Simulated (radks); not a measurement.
Removal energies from the selenium ion Se9+, [Ar] 3d7, by Delta-SCF beside the eigenvalue of the level emptied. Calculated with a radial shooting solver on a logarithmic mesh with Libxc functionals: non-relativistic Kohn-Sham, PBE, spin-polarised, spherical densities, point nucleus. Open shells are filled with parallel spins first.

| removed from | final configuration | Delta-SCF (eV) | -eigenvalue (eV) |
|---|---|---|---|
| 3d | [Ar] 3d6 | 257.52 | 239.54 |
| 3p | [Ne] 3s2 3p5 3d7 | 354.61 | 337.01 |
| 3s | [Ne] 3s1 3p6 3d7 | 409.86 | 392.30 |
| 2p | [He] 2s2 2p5 3s2 3p6 3d7 | 1655.8 | 1608.5 |
